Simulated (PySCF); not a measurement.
CdCl₂, SMILES [Cl][Cd][Cl].

The structure is a stationary point at PBE-D3(BJ)/def2-TZVP. The isomer is the one that the SMILES or the coordinates give; other isomers of the formula were not compared. The def2 effective core potentials stand for the cores of Cd; spin–orbit coupling is left out.

Two levels are set side by side: PBE/def2-TZVPD (PySCF) and CAM-B3LYP/def2-TZVPD (PySCF). Same geometry, gas phase. Differences are taken from unrounded values.

```tsv
quantity	CAM-B3LYP	PBE	PBE minus CAM-B3LYP
orbital gap (eV)	8.89	4.37	-4.52
highest occupied level (eV)	-10.33	-7.60	2.73
lowest empty level (eV)	-1.44	-3.23	-1.79
mean polarisability (bohr³)	57.5	61.6	4.0
```

PBE's occupied levels lie high since its potential decays too fast outside the molecule; exact exchange lowers them and widens the gap. Loosely held outer electrons make PBE densities more polarisable. Differences between two approximate levels are no errors against the true value.

Rough cost on one machine, each run with all the roots and properties that it gave: CAM-B3LYP against PBE within a factor of 2.
